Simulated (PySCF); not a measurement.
# Computed structure and properties of [CeCl2]2+

System: [CeCl2]2+ (singlet); start: template (C2v). Method: PySCF 2.14.0, RKS PBE0, Ce lcecp-2-SVP with ECP46, Cl def2-SVP; non-relativistic Hamiltonian with scalar-relativistic core potentials where named; density fitting; no spin-orbit coupling.

Input of the relaxation:

```python
mol = gto.M(atom='''
Ce     0.00000     0.00000    -0.35042
Cl     2.34920    -0.00000     0.70098
Cl    -2.34920     0.00000     0.70098''',
    basis={'Ce': 'lcecp-2-SVP', 'Cl': 'def2-SVP'},
    ecp={'Ce': 'lcecp-2-SVP'},
    charge=2, spin=0)
mf = dft.RKS(mol, xc='PBE0')
mf.grids.atom_grid = (50, 194)  # f atoms: unpruned, at least (60, 302)
mf = mf.density_fit()  # fitting sets: Ce AutoAux, Cl def2-universal-JKFIT
mf.conv_tol = 1e-08; mf.max_cycle = 55
mf.kernel(dm0)  # dm0: converged density of the start geometry
# quasi-Newton relaxation in Cartesian coordinates to a largest gradient under 0.00045 Eh/bohr, steps kept in the point group
```

Run from Python with OMP_NUM_THREADS=2; the lines above give its settings. Where DIIS fails, smearing, a level shift and second-order steps follow.
It took 13 s on 2 threads of Arm Neoverse V1, with other jobs on the host, from the converged density of the start.

Course of the relaxation:

| step | energy above end (eV) | largest force component within the symmetry (eV/Å) |
| --- | --- | --- |
| 0 | 1.2024 | 3.010 |
| 1 | 0.5063 | 1.626 |
| 2 | 0.2082 | 1.350 |
| 3 | 0.0455 | 0.254 |
| 4 | 0.0091 | 0.598 |
| 5 | 0.0004 | 0.049 |
| 6 | 0.0000 | 0.005 |

Relaxed geometry (C2v):

```xyz
3

Ce    0.0000    0.0000   -0.6428
Cl    1.8026    0.0000    0.8472
Cl   -1.8026    0.0000    0.8472
```

```json
{"contact": "Ce1–Cl2 (Cl)", "Å": "2.339"}
{"contact": "Ce1–Cl3 (Cl)", "Å": "2.339"}
```

On the finer grid (75, 302):

The HOMO is not given (4f levels lie in the core) and the LUMO is not given (4f levels lie in the core). The dipole about the centre of mass is 5.10 D and the set of Mulliken populations of Ce1 outside the core potential is s 2.09, p 6.06, d 1.91, f 0.10. The D3(BJ) dispersion energy (not in the energies) is -0.077 eV.

```csv
atom,Mulliken (e),Löwdin (e),spin (e)
Ce1,1.84,1.28,0.00
Cl2,0.08,0.36,0.00
Cl3,0.08,0.36,0.00
```

The large-core potential holds the 4f shell empty.

On the grid (50, 194), as all that follows. Harmonic modes: a minimum; lowest 119 cm⁻¹ (negative: unstable), highest 461 cm⁻¹, zero-point energy 0.064 eV.

Taking off one Cl (charge -1, singlet; the rest: singlet) in vacuum, both parts rigid, costs 22.37 eV; the small basis without counterpoise inflates it. Most of it is the attraction of opposite charges; other ways to part are cheaper, and one spin state was tried for the rest.

Rigid scan of Cl along the line from its metal:

```json
{"distance to Cl2 (Å)": "2.04", "energy (eV)": "1.477"}
{"distance to Cl2 (Å)": "2.14", "energy (eV)": "0.567"}
{"distance to Cl2 (Å)": "2.24", "energy (eV)": "0.123"}
{"distance to Cl2 (Å)": "2.34", "energy (eV)": "0.000"}
{"distance to Cl2 (Å)": "2.44", "energy (eV)": "0.095"}
{"distance to Cl2 (Å)": "2.54", "energy (eV)": "0.334"}
{"distance to Cl2 (Å)": "2.74", "energy (eV)": "1.049"}
```

One start shape was tried, so this needn't be the lowest isomer.
